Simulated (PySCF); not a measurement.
C2H6N, SMILES C[N]C, multiplicity 2. Atoms are numbered in the order given.

```xyz
9

C      1.1815     0.0001    -0.1686
N      0.0000     0.0000     0.6323
C     -1.1815    -0.0001    -0.1686
H      2.0739     0.0052     0.4585
H      1.2122     0.8772    -0.8344
H      1.2168    -0.8835    -0.8256
H     -1.2168     0.8835    -0.8256
H     -2.0739    -0.0052     0.4585
H     -1.2122    -0.8772    -0.8344
```
Charge 0, spin multiplicity 2.

Geometry optimised at PBE0-D3(BJ)/def2-TZVP. The isomer is the one that the SMILES or the coordinates give; other isomers of the formula were not compared.

All values below come from B3LYP/pcH-1 (PySCF).

Unrestricted Kohn–Sham, ⟨S²⟩ = 0.754. Hyperfine tensors hold the contact and dipolar terms, without spin-orbit corrections.

Problem. Estimate the hyperfine couplings. (The exact figures need the calculation; the answer reports its results.)

Solution. 
| nucleus | A(iso) (MHz) | A(iso) (G) | dipolar principal values (MHz) |
|---|---|---|---|
| 13C no. 1 | -34.2 | -12.2 | -3.1, -1.4, 4.6 |
| 14N no. 2 | 34.8 | 12.4 | -43.7, -42.6, 86.3 |
| 13C no. 3 | -34.2 | -12.2 | -3.1, -1.4, 4.6 |
| 1H no. 4 | 0.2 | 0.1 | -5.7, -4.9, 10.6 |
| 1H no. 5 | 119.7 | 42.7 | -5.7, -4.2, 9.9 |
| 1H no. 6 | 121.2 | 43.2 | -5.8, -4.2, 9.9 |
| 1H no. 7 | 121.2 | 43.2 | -5.8, -4.2, 9.9 |
| 1H no. 8 | 0.2 | 0.1 | -5.7, -4.9, 10.6 |
| 1H no. 9 | 119.7 | 42.7 | -5.7, -4.2, 9.9 |

Problem. And the g tensor (effective nuclear charges for spin-orbit coupling, GIAO)? (An estimate is asked for; the answer gives what the named calculation found.)

Solution. principal values 2.0022, 2.0041, 2.0082; isotropic 2.0048.
